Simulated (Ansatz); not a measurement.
C$_{2}$H$_{8}$BClSi (`CBC([SiH3])Cl`), charge 0, multiplicity 1.

Question: Give a relaxed structure at PBE0-D4/def2-TZVP (the Gaussian-basis code of Ansatz). (An estimate is asked.)

Answer: Ansatz gave: 
Z-matrix (Å, degrees):
```
C
B 1 1.558
H 1 1.092 2 115.8
H 1 1.098 2 107.8 3 -121.2
H 1 1.095 2 110.9 3 124.7
C 2 1.545 1 120.9 3 1.5
H 2 1.198 1 119.9 3 -175.7
Cl 6 1.794 2 116.1 1 163.5
Si 6 1.904 2 107.9 1 -78.0
H 6 1.094 2 113.0 1 38.4
H 9 1.487 6 109.5 2 61.2
H 9 1.483 6 109.4 2 -58.7
H 9 1.482 6 108.4 2 -178.9
```
This is one stationary point; other conformers may exist.
